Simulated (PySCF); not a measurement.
PySCF input:

```python
from pyscf import gto, scf, mp, cc as ccmod

mol = gto.M(
    atom='''
    C    -2.40009186    0.05728622   -0.06659164
    C    -0.95260980    0.43390224   -0.06128444
    C     0.02922467   -0.44731718    0.03867013
    Cl    1.71324227   -0.00833146    0.04477456
    H    -2.88467872    0.38879317   -0.98896872
    H    -2.92968969    0.53712876    0.76092152
    H    -2.53611798   -1.02106386    0.02131960
    H    -0.70748350    1.48728067   -0.14427258
    H    -0.12628686   -1.51373158    0.12506840
    ''',
    basis='cc-pvdz',
    charge=0,
    spin=0,
    verbose=4,
)

mf = scf.RHF(mol)
mf.conv_tol = 1e-10
mf.max_cycle = 100
mf.kernel()
mp2 = mp.MP2(mf, frozen=8).run()
cc = ccmod.CCSD(mf, frozen=8)
cc.max_cycle = 100
cc.kernel()
et = cc.ccsd_t()
print(f'E(CCSD(T)) = {cc.e_tot + et:.9f}')
```

Task: Predict the final energy.

Result: -576.61688 Eh (CCSD(T)/cc-pVDZ).
